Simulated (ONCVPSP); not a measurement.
## Re: excitation energies, all-electron against ONCV

```
Element                 : rhenium (Re)
Generator               : ONCVPSP 4.0.1
Type                    : optimised norm-conserving Vanderbilt (ONCV)
Functional              : PBE
Relativity              : fully relativistic
Frozen core             : [Kr] 4d10 4f14
Valence charge          : 15
Reference configuration : 5s2 5p6 5d5 6s2
Partial waves           : 5s+6s: rc 1.55 bohr, ncon 4, nbas 8, qcut 8 1/bohr, 3 projectors, debl 3.2 Ha; 5p: rc 1.90 bohr, ncon 3, nbas 6, qcut 6.3 1/bohr, 2 projectors, debl 3.1 Ha; 5d: rc 1.80 bohr, ncon 5, nbas 8, qcut 6.3 1/bohr, 2 projectors, debl 0.6 Ha
Local potential         : polynomial inside 1.05 bohr (lpopt 3, dvloc0 0 Ha)
Core correction         : Teter function, fcfact 5.5, rcfact 1.3
```

Open shells are filled in proportion to 2j + 1.

Energies are relative to the spin-unpolarised reference configuration 5s2 5p6 5d5 6s2; without spin polarisation the order of configurations can differ from experiment.

```json
{"valence configuration": "5s2 5p6 5d5 6s1", "charge": "+1", "ΔE all-electron (eV)": "9.255", "error AE − PS (meV)": "+0.4"}
{"valence configuration": "5s2 5p6 5d5 6s0", "charge": "+2", "ΔE all-electron (eV)": "25.580", "error AE − PS (meV)": "+2.9"}
{"valence configuration": "5s2 5p6 5d6 6s0", "charge": "+1", "ΔE all-electron (eV)": "9.401", "error AE − PS (meV)": "-4.5"}
```

(1) What are ΔE and the potential's error for 5s2 5p6 5d4 6s0?

Results:

(1) ΔE = 52.700 eV all-electron; the error (AE − PS) is +8.3 meV.
